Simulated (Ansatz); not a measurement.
One change: `BC(B)=C` becomes `BC(=C)Cl`.

Ansatz, PBE0-D4/def2-TZVP geometries, multiplicity 1. 

```json
{"property": "HOMO–LUMO gap (PBE0/def2-TZVPP) / eV", "`BC(B)=C`": "6.01"}
{"property": "HOMO energy (ωB97M-V/def2-TZVPP) / eV", "`BC(B)=C`": "-10.91"}
{"property": "HOMO energy (PBE0/def2-TZVPP) / eV", "`BC(B)=C`": "-8.62"}
{"property": "size of the dipole moment (B3LYP/def2-TZVPP) / D", "`BC(B)=C`": "1.63"}
{"property": "LUMO energy (ωB97M-V/def2-TZVPP) / eV", "`BC(B)=C`": "-0.54"}
{"property": "LUMO energy (PBE0/def2-TZVPP) / eV", "`BC(B)=C`": "-2.61"}
```

**Question.** What does the change do to each property? (Estimate.)

**Answer.** Ansatz gave: 
| property | `BC(=C)Cl` | shift |
| --- | --- | --- |
| HOMO–LUMO gap (PBE0/def2-TZVPP) / eV | 5.40 | -0.61 |
| HOMO energy (ωB97M-V/def2-TZVPP) / eV | -10.04 | 0.87 |
| HOMO energy (PBE0/def2-TZVPP) / eV | -7.88 | 0.74 |
| size of the dipole moment (B3LYP/def2-TZVPP) / D | 1.72 | 0.09 |
| LUMO energy (ωB97M-V/def2-TZVPP) / eV | -0.44 | 0.10 |
| LUMO energy (PBE0/def2-TZVPP) / eV | -2.48 | 0.13 |

With PBE0 the HOMO rises by 0.74 eV and the LUMO rises by 0.13 eV, so the gap narrows by about 0.61 eV. PBE moves the HOMO by 0.51 eV and ωB97M-V by 0.87 eV. The zero-point energy changes by -51.3 kJ/mol with -6 modes. Dipoles are sizes alone; their direction can turn.

B3LYP here is the variant with VWN-RPA as its local correlation; programs differ in this.
